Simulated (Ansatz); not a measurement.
Born–Oppenheimer molecular dynamics of CH5AlF2 (9 atoms, charge 0, multiplicity 1). It starts at the highest image of a converged band, a first-order saddle point between two minima.

These are results of RKS PBE-D4/6-31G* in Ansatz, not measurements.

```json
{
  "ensemble": "NVE (velocity Verlet)",
  "time step": "0.5 fs",
  "steps asked": "200",
  "starting velocities drawn for": "100 K",
  "seed": "9719"
}
```

First frame:

```xyz
9
Properties=species:S:1:pos:R:3
Al -0.775 -0.124 -0.725
C 0.904 0.219 0.465
F -0.523 -1.340 -1.832
F -1.542 1.280 -1.181
H -0.435 -0.376 0.876
H -1.456 -0.750 0.773
H 0.943 0.781 1.414
H 1.279 0.938 -0.298
H 1.605 -0.629 0.507
```

**Question.** How far do the bonds stretch over the last three quarters of this one trajectory? (Pairs bonded in most of those frames.)

**Answer.** 
```csv
bond,mean (Å),spread (Å),shortest,longest
Al1–C2,1.953,0.082,1.84,2.08
Al1–F3,1.673,0.040,1.61,1.74
Al1–F4,1.671,0.027,1.61,1.71
C2–H7,1.106,0.011,1.08,1.13
C2–H8,1.105,0.015,1.08,1.13
C2–H9,1.104,0.005,1.09,1.11
H5–H6,0.753,0.017,0.73,0.78
```

Mean temperature of the second half: 1104 K. The conserved energy stayed within 0.056 meV per atom of its start (net change 0.013 meV per atom), so the integration is sound. The kinetic energy rose, since the run started high on the potential surface and went downhill. It ends in pieces (CH3AlF2 + H2), so much of that is their flight and rotation, not heat. A run of 0.1 ps of so small a system gives no equilibrium averages. The orbitals stay closed-shell, which can raise the energy where a bond breaks towards radicals; this wasn't checked here.

The run took 2.4 min on 2 threads of Intel(R) Xeon(R) Platinum 8488C (Sapphire Rapids), on a shared host, peak memory 0.17 GiB.
